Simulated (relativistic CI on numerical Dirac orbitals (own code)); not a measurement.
## Electric-dipole lines of Pb⁸⁰⁺

These numbers are calculated, not measured: Dirac-Coulomb-Breit CI, orbitals from a KLI potential per configuration, model QED, unscaled Slater integrals (own radial code, finite nucleus).

Configurations in the expansion: 1s2, 1s 2s, 1s 2p, 1s 3s, 1s 3p, 1s 3d, 1s 4s, 1s 4p, 1s 4d, 1s 4f, 1s 5s, 1s 5p, 1s 5d, 1s 5f, 1s 5g, 1s 6s, 1s 6p, 1s 6d, 2s2. Levels of other configurations are missing.

```csv
λ vac (Å),Lower,Upper,A (s⁻¹),log gf,S velocity/length
0.1617,1s2 1S_0 [1],1s 2p 1P°_1 [7],3.32e+16,-0.41,1.00
0.7204,1s 2p 3P°_2 [6],1s 4d 3D_3 [26],8.92e+14,-0.31,1.00
0.8110,1s 2s 3S_1 [2],1s 3p 3P°_2 [12],7.93e+14,-0.41,1.00
0.8175,1s 2p 3P°_1 [3],1s 3d 3D_2 [13],2.68e+15,0.13,1.00
0.8207,1s 2p 3P°_0 [5],1s 3d 3D_1 [14],1.79e+15,-0.27,1.00
0.9652,1s 2p 3P°_2 [6],1s 3d 3D_3 [16],2.75e+15,0.43,1.00
0.9692,1s 2p 1P°_1 [7],1s 3d 1D_2 [17],2.46e+15,0.24,1.00
1.8767,1s 3d 3D_2 [13],1s 5f 3F°_3 [41],1.96e+14,-0.14,1.00
1.9306,1s 3d 3D_3 [16],1s 5f 3F°_4 [45],1.96e+14,-0.01,1.00
2.3632,1s 3p 3P°_1 [9],1s 4d 3D_2 [23],2.36e+14,-0.01,1.00
2.7064,1s 3p 3P°_2 [12],1s 4d 3D_3 [26],2.99e+14,0.36,1.00
2.7119,1s 3d 3D_2 [13],1s 4f 3F°_3 [27],5.78e+14,0.65,1.00
2.7147,1s 3d 3D_1 [14],1s 4f 3F°_2 [28],5.20e+14,0.46,1.00
2.7156,1s 3p 1P°_1 [15],1s 4d 1D_2 [29],2.70e+14,0.17,1.00
2.8128,1s 3d 3D_3 [16],1s 4f 3F°_4 [30],5.91e+14,0.80,1.00
2.8148,1s 3d 1D_2 [17],1s 4f 1F°_3 [31],5.62e+14,0.67,1.00
4.6650,1s 2s 3S_1 [2],1s 2p 3P°_2 [6],2.35e+13,-0.42,1.01
5.8312,1s 4p 3P°_2 [22],1s 5d 3D_3 [40],6.17e+13,0.34,1.00
5.8421,1s 4d 3D_2 [23],1s 5f 3F°_3 [41],1.05e+14,0.58,1.00
5.8473,1s 4d 3D_1 [24],1s 5f 3F°_2 [42],9.48e+13,0.39,1.00
5.8488,1s 4p 1P°_1 [25],1s 5d 1D_2 [43],5.58e+13,0.16,1.00
6.0293,1s 4d 3D_3 [26],1s 5f 3F°_4 [45],1.11e+14,0.74,1.00
6.0298,1s 4f 3F°_3 [27],1s 5g 3G_4 [44],1.80e+14,0.95,1.00
6.0321,1s 4f 3F°_2 [28],1s 5g 3G_3 [46],1.71e+14,0.82,1.00
6.0332,1s 4d 1D_2 [29],1s 5f 1F°_3 [47],1.06e+14,0.61,1.00
6.1168,1s 4f 3F°_4 [30],1s 5g 3G_5 [48],1.83e+14,1.05,1.00
6.1185,1s 4f 1F°_3 [31],1s 5g 1G_4 [49],1.78e+14,0.95,1.00
10.743,1s 5p 3P°_2 [36],1s 6d 3D_3 [58],1.82e+13,0.34,1.00
15.748,1s 3s 3S_1 [8],1s 3p 3P°_2 [12],3.76e+12,-0.16,1.01
37.756,1s 4s 3S_1 [18],1s 4p 3P°_2 [22],9.27e+11,0.00,1.01
```

Terms are leading LS components. Brackets give the number of a level in order of energy, since labels repeat. The list gives strong lines, with weight on those to low levels, among the lowest 59 of 60 levels, so that lines to higher ones, which can be the strongest, are missing. Levels whose partners in the same complex of configurations lie outside the list can be far off, and so can their lines. Rates are taken at the computed energies, electric ones in the length gauge. A velocity-to-length ratio far from 1 marks an uncertain rate.

At this charge energies of transitions that change n are usually good to better than 1 %, and those within a shell (Δn = 0) to a few per cent.

From the table, what is the radiative lifetime of 1s 4d 3D_3?

The listed rates from this level add up to about 1.19e+15 s⁻¹, 99 % of its decay; with all channels τ = 8.34e-16 s.

LS names give the leading component of a level, which can be under half, so a name can repeat, a term be missing and a line seem to break the LS rules.
